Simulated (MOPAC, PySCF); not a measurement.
C$_{2}$H$_{6}$AlI, SMILES `[CH3][Al]([I])[CH3]`, neutral singlet in the gas phase. 

Z-matrix (Å, degrees):
```
Al
C 1 1.9433
H 2 1.0929 1 112.32
H 2 1.0932 3 108.60 1 -123.34
H 2 1.0950 3 107.84 4 -115.16
C 1 1.9433 2 126.15 3 10.32
H 6 1.0918 1 112.09 2 153.61
H 6 1.0937 7 108.80 1 123.97
H 6 1.0958 7 107.20 8 115.48
I 1 2.4953 2 116.54 3 -169.24
```
Charge 0, spin multiplicity 1.

All levels are single points at this geometry (PBE0-D3(BJ)/def2-TZVP); Pople sets use spherical d functions. Orbital energies aren't observables, and empty levels follow the basis.

| level | HOMO (eV) | LUMO (eV) | gap (eV) | dipole (D) | vertical IE, Delta-SCF (eV) |
|---|---|---|---|---|---|
| PBE-D3(BJ)/def2-TZVP in PySCF | -6.18 | -1.71 | 4.47 | 2.07 | 8.90 |
| PBE0-D3(BJ)/def2-TZVP in PySCF | -7.32 | -0.96 | 6.35 | 2.15 | 9.24 |
| B3LYP/6-311+G** (LANL2DZ on I) in PySCF | -7.13 | -1.20 | 5.93 | 2.44 | – |
| M06-2X/6-31G* (LANL2DZ on I) in PySCF | -8.19 | -0.41 | 7.78 | 2.84 | – |
| HF/6-31G* (LANL2DZ on I) in PySCF | -9.74 | 1.76 | 11.50 | 3.09 | 8.86 |
| AM1 in MOPAC | -10.02 | -1.41 | 8.61 | 2.34 | – |
| PM3 in MOPAC | -9.71 | -2.18 | 7.53 | 3.93 | – |
| PM6 in MOPAC | -9.56 | 1.01 | 10.56 | 2.38 | – |
| PM7 in MOPAC | -9.61 | -0.11 | 9.50 | 2.95 | – |
